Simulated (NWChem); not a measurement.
Species: CsCl; SMILES [Cl][Cs]

```xyz
2

Cs     0.0000     0.0000    -0.7098
Cl     0.0000     0.0000     2.2303
```
Atoms are numbered in this order, from 1.

Coordinates come from a PBE-D3(BJ)/def2-SVP optimisation. def2 effective core potentials on Cs; no spin-orbit coupling.

### Question
List the 4 lowest vertical singlet excitations from PBE0/def2-TZVP with def2 effective core potentials on Cs, TDA (NWChem).

### Answer
```tsv
state	energy (eV)	oscillator strength	leading excitation (squared amplitude)
S1	3.98	0.008	HOMO−1 → LUMO (0.80)
S2	3.98	0.008	HOMO → LUMO (0.80)
S3	4.10	0.046	HOMO−2 → LUMO (0.97)
S4	5.19	0.014	HOMO−1 → LUMO+1 (0.47)
```
